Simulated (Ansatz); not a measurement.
`C#[C][InH2]` and `C#[C][ZnH]` differ in one atom or group.

Ansatz, PBE0-D4/def2-TZVP geometries, multiplicity 1. 

Elements past krypton have def2 core potentials. Outer-core shells of In, Zn are correlated without core-valence functions. Scalar relativity is left out up to krypton. Spin–orbit coupling is left out.

| property | `C#[C][InH2]` |
| --- | --- |
| LUMO energy (PBE/def2-TZVPP) / eV | -2.75 |
| HOMO energy (B3LYP/def2-TZVPP) / eV | -7.53 |
| vertical ionisation energy (CCSD(T)/def2-TZVPP) / eV | 10.23 |
| HOMO energy (ωB97M-V/def2-TZVPP) / eV | -9.97 |
| HOMO energy (PBE0/def2-TZVPP) / eV | -7.76 |
| size of the dipole moment (ωB97M-V/def2-TZVPP) / D | 0.34 |

Task: Give the same properties after the change, and the shifts. (Best estimate.)

Result: The calculation gave: 
```json
{"property": "LUMO energy (PBE/def2-TZVPP) / eV", "`C#[C][ZnH]`": "-1.69", "shift": "1.06"}
{"property": "HOMO energy (B3LYP/def2-TZVPP) / eV", "`C#[C][ZnH]`": "-7.78", "shift": "-0.25"}
{"property": "vertical ionisation energy (CCSD(T)/def2-TZVPP) / eV", "`C#[C][ZnH]`": "10.59", "shift": "0.36"}
{"property": "HOMO energy (ωB97M-V/def2-TZVPP) / eV", "`C#[C][ZnH]`": "-10.29", "shift": "-0.32"}
{"property": "HOMO energy (PBE0/def2-TZVPP) / eV", "`C#[C][ZnH]`": "-8.03", "shift": "-0.27"}
{"property": "size of the dipole moment (ωB97M-V/def2-TZVPP) / D", "`C#[C][ZnH]`": "0.06", "shift": "-0.28"}
```

With PBE0 the HOMO falls by 0.27 eV and the LUMO rises by 1.10 eV, so the gap widens by about 1.37 eV. PBE moves the HOMO by -0.28 eV and ωB97M-V by -0.32 eV. Dipoles are sizes alone; their direction can turn.

B3LYP here is the variant with VWN-RPA as its local correlation; programs differ in this.
